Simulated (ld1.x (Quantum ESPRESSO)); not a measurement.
## u(r) = r·R(r): atom against pseudo-atom (Be (Z = 4))

Columns: radius, all-electron u(r) and pseudo u(r) of the 2p shell (level -1.93 eV) of beryllium in the configuration [He] 2s2 2p0; BLYP, scalar-relativistic, TM scheme, ld1.x (Quantum ESPRESSO) 7.5.

```
r (bohr)  all-electron  pseudo
   0.210        0.0464  0.0151
   0.420        0.1328  0.0585
   0.630        0.2226  0.1252
   0.840        0.3031  0.2073
   1.050        0.3702  0.2954
   1.260        0.4238  0.3797
   1.470        0.4655  0.4522
   1.680        0.4953  0.5071
   1.890        0.5139  0.5424
   2.100        0.5231  0.5589
   2.310        0.5246  0.5598
   2.520        0.5200  0.5493
   2.730        0.5107  0.5319
   2.940        0.4977  0.5110
   3.150        0.4821  0.4891
   3.360        0.4645  0.4675
   3.570        0.4456  0.4465
   3.780        0.4258  0.4260
   3.990        0.4056  0.4056
   4.200        0.3852  0.3852
   4.410        0.3649  0.3649
   4.620        0.3449  0.3449
   4.830        0.3252  0.3252
   5.040        0.3061  0.3061
   5.250        0.2876  0.2876
   5.460        0.2698  0.2698
```

How many radial nodes do the two functions have?

The all-electron 2p function has n − l − 1 = 0; the pseudo-wave has 0.

At about which radius was the pseudo-wave matched?

4.20 bohr. The columns agree to 0.0005 from 3.78 bohr on; several derivatives are matched, so the curves merge somewhat inside the radius.

Is the pseudo-wave norm-conserving?

Yes: the TM scheme keeps the norm inside the radius equal to the all-electron one, which fixes the energy derivative of the logarithmic derivative at the level.
